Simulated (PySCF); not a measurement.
A mixed set of molecules.

All values: PBE0/def2-SVPD (PySCF) at GFN2-xTB geometries, gas phase, one conformer each. Core orbitals are frozen in the response; Δα² is half the sum of the squared differences of the principal polarisabilities.

Question: Rank by HOMO–LUMO gap, lowest first.
A. `C=CCCN=C`
B. `C=CCN1CC1`
C. `C#Cc1c(N)cccc1`
D. `C=Cc1pccn1C=C`
E. `c1(pcncc1C)C=C`
F. `CCCCC#N`

Answer: D (4.36 eV), E (4.72 eV), C (5.19 eV), A (6.88 eV), B (7.09 eV), F (9.55 eV).

Question: Rank by HOMO energy, highest first.
A. `CCCCC#N`
B. `C=CCCN=C`
C. `C=Cc1pcncc1C`
D. `N1(CC=C)CC1`
E. `C#Cc1ccccc1N`

Answer: E (-6.01 eV), D (-6.82 eV), C (-6.98 eV), B (-7.30 eV), A (-9.20 eV).

Question: Rank by mean static polarisability, lowest first.
A. `C=CCN1CC1`
B. `C=CCCN=C`
C. `C=Cc1pcncc1C`
D. `CCCCC#N`
E. `C=Cc1pccn1C=C`
F. `C#Cc1ccccc1N`

Answer: D (9.43 Å³), A (9.98 Å³), B (10.39 Å³), F (15.30 Å³), C (17.16 Å³), E (18.11 Å³).

All values together:

| SMILES | formula | μ (D) | HOMO (eV) | LUMO (eV) | α (Å³) | Δα (Å³) | electrons | α per electron (Å³) |
| --- | --- | --- | --- | --- | --- | --- | --- | --- |
| C=Cc1pccn1C=C | C7H8NP | 2.82 | -5.93 | -1.57 | 18.11 | 12.16 | 72 | 0.251 |
| C#Cc1ccccc1N | C8H7N | 1.54 | -6.01 | -0.82 | 15.30 | 11.48 | 62 | 0.247 |
| C=CCN1CC1 | C5H9N | 1.06 | -6.82 | 0.27 | 9.98 | 3.43 | 46 | 0.217 |
| C=CCCN=C | C5H9N | 1.24 | -7.30 | -0.42 | 10.39 | 3.61 | 46 | 0.226 |
| CCCCC#N | C5H9N | 4.04 | -9.20 | 0.35 | 9.43 | 2.58 | 46 | 0.205 |
| C=Cc1pcncc1C | C7H8NP | 2.69 | -6.98 | -2.26 | 17.16 | 11.06 | 72 | 0.238 |

Conformers: `[CH2:1]=[CH:2][c:3]1[p:4][cH:5][cH:6][n:7]1[CH:8]=[CH2:9]` with C1–C2–C3–P4 -14°, C6–N7–C8–C9 -28°; `[CH2:1]=[CH:2][CH2:3][N:4]1[CH2:5][CH2:6]1` with C1–C2–C3–N4 130°, C2–C3–N4–C5 -155°; `[CH2:1]=[CH:2][CH2:3][CH2:4][N:5]=[CH2:6]` with C1–C2–C3–C4 -122°, C2–C3–C4–N5 -69°, C3–C4–N5–C6 123°; `[CH3:1][CH2:2][CH2:3][CH2:4][C:5]#[N:6]` with C1–C2–C3–C4 -178°, C2–C3–C4–C5 65°; `[CH2:1]=[CH:2][c:3]1[p:4][cH:5][n:6][cH:7][c:8]1[CH3:9]` with C1–C2–C3–P4 -2°.

How closely does the mean polarisability follow the number of electrons in this set?

The correlation coefficient is 0.99; α per electron runs from 0.205 to 0.251 Å³.
